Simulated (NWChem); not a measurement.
Correlation energy of CHCl

```xyz
3

C      1.0579    -0.5466     0.0000
Cl    -0.4752     0.1724     0.0000
H      1.7315     0.3489     0.0000
```
Charge 0, spin multiplicity 1.

Program: NWChem. The geometry was optimised at PBE0/def2-SVP, a minimum by its harmonic frequencies.

Basis set: def2-TZVP. Each correlation energy counts from its own Hartree-Fock reference.

The correlated methods keep 6 core orbitals frozen. The structure started from a generated list of species. Coupled-cluster values serve here as a point of comparison, not as the truth.

```json
[
 {"method": "CR-CCSD[T]", "correlation energy (mHa)": "(withheld)"},
 {"method": "CCSD+T(CCSD)", "correlation energy (mHa)": "-371.5"},
 {"method": "MP2", "correlation energy (mHa)": "-320.5"},
 {"method": "SCS-MP2", "correlation energy (mHa)": "-320.1"},
 {"method": "CCSD", "correlation energy (mHa)": "-354.0"},
 {"method": "CCSD(T)", "correlation energy (mHa)": "-370.6"},
 {"method": "CR-CCSD(T)", "correlation energy (mHa)": "(withheld)"}
]
```

### Question
What belongs in the gaps?

### Answer

- CR-CCSD[T], correlation energy (mHa): -367.8
- CR-CCSD(T), correlation energy (mHa): -367.2
